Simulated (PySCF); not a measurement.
A structure optimised at GFN2-xTB (Å):
```
atom  x, y, z in Å
C1     2.2555    0.1513   -0.1532
C2     1.0811   -0.2169    0.2353
C3    -0.1196   -0.5613    0.6001
Si4   -1.6941    0.1425   -0.1609
Cl5   -3.2579   -0.9372    0.5289
Cl6   -1.9463    2.0833    0.3585
Cl7   -1.6240    0.0241   -2.1795
H8     2.7723    0.9746    0.3111
H9     2.7752   -0.3576   -0.9478
H10   -0.2332   -1.2983    1.3849
```

Charge 0, singlet.

Question: Which heavy atoms are bonded, and with what formal order?

Answer: C1–C2 1.29 Å (double); C2–C3 1.30 Å (double); C3–Si4 1.89 Å (single); Si4–Cl5 2.02 Å (single); Si4–Cl6 2.02 Å (single); Si4–Cl7 2.02 Å (single). Bonds to hydrogen (Å): C1–H8 1.08; C1–H9 1.08; C3–H10 1.08.

Question: Give the structure as a SMILES string.

Answer: `C=C=C[Si](Cl)(Cl)Cl`, C3H3Cl3Si. Among its features: allene or cumulene and C–Si bond.

Question: Describe the place of each heavy atom.

Answer: C1: outer carbon of cumulated double bonds; C2: central carbon of cumulated double bonds; C3: outer carbon of cumulated double bonds; Si4: chlorine-bound silicon; Cl5/Cl6/Cl7: silicon-bound chlorine.

Question: What is the arrangement about Si4?

Answer: It has 4 neighbours (C3, Cl5, Cl6, Cl7) and is tetrahedral (angles from 108.0° to 111.0°).

Question: What is the arrangement about C3?

Answer: It has 3 neighbours (C2, Si4, H10) and is planar (angles 124.0°, 118.7° and 117.3°, sum 360.0°, 0.00 Å off the plane of its three neighbours).

All values are computed, not measured.
